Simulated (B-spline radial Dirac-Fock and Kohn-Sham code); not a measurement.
The computed values come from a radial atomic solver: Dirac-Fock (average of configuration) total-energy differences with a finite nucleus, the Breit interaction including its frequency dependence, and self-energy and vacuum-polarisation corrections. No correlation.

Question: An atom or ion in its tabulated ground configuration has these computed binding energies (the last is its least bound level). Which is it?

```csv
level,binding energy (eV)
2s,17617.2
2p1/2,16966.4
3p1/2,5602.4
3d3/2,4670.3
3d5/2,4569.8
4p1/2,2599.2
4p3/2,2447.1
```

Answer: Tl⁴⁵⁺: Z = 81 with 36 electrons, [Ar] 3d10 4s2 4p6.

Question: Identify the element and charge state from the binding energies below (tabulated ground configuration; the least bound level is included).

```csv
level,binding energy (eV)
1s,1004.2
2s,142.9
2p,124.1
```

Answer: Ne⁴⁺: Z = 10 with 6 electrons, [He] 2s2 2p2. The hydrogen-like estimate √(E/Ry) = 8.6 for the K level lies 1.4 below Z; the outermost level, at 124.1 eV, fixes the charge.

Question: An atom or ion in its tabulated ground configuration has these computed binding energies (the last is its least bound level). Which is it?

```
level  binding energy (eV)
    K              84059.8
   L2              15170.5
   M1               4523.5
   M2               4238.8
   M3               3804.9
   N5               1221.6
 N6,7                972.1
```

Answer: Hg²⁸⁺: Z = 80 with 52 electrons, [Kr] 4d10 4f6. The hydrogen-like estimate √(E/Ry) = 78.6 for the K level lies 1.4 below Z (screening lowers it, relativity raises it); the outermost level, at 972.1 eV, fixes the charge.
